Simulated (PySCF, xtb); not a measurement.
GeH4Mg, SMILES [MgH][GeH3].

GFN2-xTB in xtb at its own geometry gives an orbital gap of 3.88 eV and a dipole moment of 2.98 D.

Coordinates come from a B3LYP-D3(BJ)/def2-TZVP optimisation.

What does PBE/def2-TZVPD (PySCF) give? (An estimate is asked for; the answer gives what the named calculation found.)

gap 4.21 eV (levels -5.86 and -1.65 eV), dipole 0.71 D.
